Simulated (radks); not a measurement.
Values are calculated unless marked as measured or tabulated.
Q: Isoelectronic series with 47 electrons, each ion in its NIST ground configuration. Level of theory: scalar-relativistic Kohn-Sham, r2SCAN, spin-polarised, spherical densities, finite nucleus; open shells are filled with parallel spins first (spin-orbit coupling, left out, can overturn this in heavy ions); meta-GGA in the generalised Kohn-Sham scheme; Fermi nuclear charge, rms radius of each element as measured or else 0.836 A^(1/3) + 0.57 fm (a radial shooting solver on a logarithmic mesh with Libxc functionals). Total energies (hartree) and mean radii <r> (bohr):

ion    configuration  E (hartree)  4d down   4d up   4p up  4p down
Ag     [Kr] 4d10 5s1  -5316.67557    1.394   1.425   1.004    1.003
Sn3+   [Kr] 4d10 5s1  -6176.00490    1.073   1.083  0.8868   0.8856
I6+    [Kr] 4d10 5s1  -7108.86546   0.8978  0.9033  0.7895   0.7885
Ba9+   [Kr] 4d10 5s1   -8116.1333   0.7795  0.7829  0.7105   0.7097
Pr12+  [Kr] 4d10 5s1   -9199.0091   0.6918  0.6942  0.6457   0.6451
Sm15+  [Kr] 4d10 4f1  -10359.1076   0.6290  0.6288  0.5942   0.5944
Tb18+  [Kr] 4d10 4f1  -11598.5828   0.5729  0.5726  0.5482   0.5484
Lu24+  [Kr] 4d10 4f1  -14321.1661   0.4871  0.4867  0.4742   0.4745
W27+   [Kr] 4d10 4f1  -15808.6292   0.4534  0.4531  0.4441   0.4443

Estimate the row of Er21+ ([Kr] 4d10 4f1).

A: E (hartree) -12918.5784; 4d down 0.5264; 4d up 0.5260; 4p up 0.5086; 4p down 0.5089.
